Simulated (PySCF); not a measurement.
A structure optimised at PBE-D3(BJ)/def2-TZVP, used in a PySCF frequency run:

```xyz
6

Si     0.3719    -1.1334    -0.2749
O      2.0091    -0.9935    -0.1061
Br    -0.6759     0.7940     0.1802
H     -0.0277    -1.4890    -1.6667
H     -0.0477    -2.1489     0.7223
H      2.4537    -0.3375    -0.6657
```
Charge 0, spin multiplicity 1.

Task: Write its SMILES and formula.

Result: O[SiH2]Br, BrH₃OSi

Task: What are its rotational constants (standard atomic weights)?

Result: 18.619, 2.4822, 2.2606 GHz
